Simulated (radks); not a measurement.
Polarisability of the vanadium ion V+, [Ar] 3d4, at imaginary frequency. Method: non-relativistic Kohn-Sham, LDA (Slater exchange, Perdew-Wang correlation), spin-unpolarised, spherical densities, point nucleus; computed with a radial shooting solver on a logarithmic mesh with Libxc functionals. Response by self-consistent Sternheimer equations with the Hartree and adiabatic LDA kernel.

w (hartree)  alpha1(iw) (bohr^3)
0.00266                    20.22
0.0143                     20.07
0.0360                     19.31
0.0697                     17.34
0.118                      14.25
0.186                      11.03
0.280                      8.373
0.413                      6.291
0.605                      4.617
0.892                      3.246
1.35                       2.127
2.12                       1.234
3.59                      0.5863
6.94                      0.2050
17.5                     0.04318

Static values: alpha1 = 20.22 bohr^3 (2.997 angstrom^3; uncoupled 25.61). C6 = 77.29, triple-dipole C9 = 971.5 atomic units. One-pole (London) frequency 4 C6 / (3 alpha1^2) = 0.252 hartree, against 0.342 for minus the highest occupied eigenvalue. The dipole shielding factor is 0.957, as the force sum rule N/Z = 0.957 demands.
